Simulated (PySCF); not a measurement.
C2H5BeI. Atoms are numbered in the order given.

```xyz
9

Be     0.3554     1.0324     0.0000
I     -0.0365    -1.1226     0.0000
C      0.6600     2.6877     0.0000
C     -0.5636     3.6284     0.0000
H      1.3087     2.9148    -0.8798
H      1.3087     2.9148     0.8798
H     -1.2066     3.4711     0.8908
H     -1.2066     3.4711    -0.8908
H     -0.2693     4.6996     0.0000
```

Geometry optimised at PBE-D3(BJ)/def2-SVP. The def2 effective core potentials stand for the cores of I; spin–orbit coupling is left out. One conformer was computed; it need not be the lowest.

Method: C-PCM-B3LYP/def2-SVP (PySCF).

The values are the electrostatic part of the solvation free energy, E(continuum) − E(gas) at the gas-phase geometry, in a cavity of scaled van der Waals radii (PySCF's table); cavitation and dispersion terms are not included. A continuum can't describe solvent molecules that bind to the metal. In vacuum the orbital gap is 6.96 eV. The dipole moment in vacuum is 0.93 D.

Computed values in water (ε = 78.36), methanol (ε = 32.61), ethylethanoate (ε = 5.99):
```csv
solvent,ε,ΔG(elec) (kcal/mol),dipole (D),gap (eV)
water,78.36,-3.3,1.37,7.34
methanol,32.61,-3.2,1.36,7.33
ethylethanoate,5.99,-2.7,1.28,7.26
```
